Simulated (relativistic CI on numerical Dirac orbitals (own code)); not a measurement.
## Cu3+ in a cubic cluster: 3p photoemission with charge transfer

Computed with a charge-transfer multiplet model of a cubic metal-ligand cluster with up to 2 ligand holes, Slater and spin-orbit integrals from Dirac-Coulomb-Breit ions, Slater integrals scaled by 0.8. The ground state mixes d8 with configurations of k ligand holes L, whose averages lie at kΔ + k(k − 1)U_dd/2; a core hole lowers each added d electron by U_cd. 300 K, Lorentzian 0.9 eV and Gaussian 0.8 eV FWHM.

Atomic integrals in eV (Slater integrals scaled, ζ unscaled), ground: F2dd 11.066, F4dd 6.905, zeta_d 0.110; with the core hole: F2dd 11.854, F4dd 7.433, zeta_d 0.118, zeta_core 1.767, F2cd 12.445, G1cd 15.284, G3cd 9.378.

Cluster parameters (eV): Δ = 2.8, U_dd = 6.4, U_cd = 8.2, 10Dq = 1.2, 10Dq(ligand) = 0.9, final-state hopping factor = 0.8.

```csv
Case,n_d,d8,d9L,d10L2,S
"V(eg) = 0.55 eV, V(t2g) = -0.29 eV",8.03,0.97,0.03,0.00,1.00
"V(eg) = 1.15 eV, V(t2g) = -0.61 eV",8.11,0.89,0.10,0.00,1.00
"V(eg) = 1.45 eV, V(t2g) = -0.77 eV",8.15,0.85,0.15,0.00,1.00
"V(eg) = 1.75 eV, V(t2g) = -0.93 eV",8.20,0.81,0.19,0.01,1.00
"V(eg) = 2.05 eV, V(t2g) = -1.09 eV",8.24,0.77,0.22,0.01,1.00
```

Weights, n_d and S are thermal averages at 300 K. Binding energies count from the first peak over 30 % of the highest in each spectrum, which can be another peak from case to case. The parameters are a model scan and need not match a compound or its usual spin state. Peaks in eV (height, largest 100):
- V(eg) = 0.55 eV, V(t2g) = -0.29 eV: 0.0 (100), 6.3 (74), 10.3 (35), 14.0 (27), 17.3 (28), 19.2 (30)
- V(eg) = 1.15 eV, V(t2g) = -0.61 eV: 0.0 (97), 2.8 (100), 6.5 (59), 9.0 (72), 12.9 (50), 16.5 (27), 19.8 (31), 21.7 (33)
- V(eg) = 1.45 eV, V(t2g) = -0.77 eV: 0.0 (100), 3.2 (73), 4.9 (68), 6.8 (52), 9.7 (51), 13.2 (44), 16.9 (19), 20.2 (23), 22.1 (25)
- V(eg) = 1.75 eV, V(t2g) = -0.93 eV: 0.0 (100), 3.7 (53), 5.3 (63), 7.2 (44), 10.3 (37), 13.7 (38), 17.5 (14), 20.7 (17), 22.6 (20)
- V(eg) = 2.05 eV, V(t2g) = -1.09 eV: 0.0 (100), 5.5 (59), 7.4 (37), 10.8 (28), 14.1 (33), 17.9 (10), 21.1 (14), 23.0 (16)

For the case V(eg) = 1.45 eV, V(t2g) = -0.77 eV, Δ = 2.8 eV is smaller than U_dd = 6.4 eV, the charge-transfer side of the Zaanen-Sawatzky-Allen scheme. With the core hole the average of the configuration with one ligand hole lies at Δ − U_cd = -5.4 eV before mixing: it lies below the unscreened one, so the lowest final states are mostly screened and the unscreened weight appears at higher binding energy as a satellite.
